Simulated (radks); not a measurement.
Results of a calculation; reference values are marked as such.
Q: Species: V V. Configuration: [Ar] 3d1. Code: a radial shooting solver on a logarithmic mesh with Libxc functionals. Model: non-relativistic Kohn-Sham, PBE, spin-polarised, spherical densities, point nucleus; open shells are filled with parallel spins first. Some entries of the table are withheld. Estimate them.

orbital  occ.  eigenvalue (Ry)  r(max) (bohr)
1s down     1        -395.5250        0.04410
1s up       1        -395.5245        0.04410
2s up       1        -47.95785         0.2582
2s down     1        -47.92116         0.2581
2p up       3              (1)         0.2092
2p down     3              (2)         0.2091
3s up       1         -9.02192         0.8163
3s down     1         -8.92666         0.8166
3p up       3         -7.11836         0.8313
3p down     3         -7.02489         0.8317
3d up       1         -4.11714            (3)
3d down     0         -4.02664            (4)

A: 
(1) 2p up eigenvalue (Ry): -41.09878
(2) 2p down eigenvalue (Ry): -41.07093
(3) 3d up r(max) (bohr): 0.8160
(4) 3d down r(max) (bohr): 0.8181
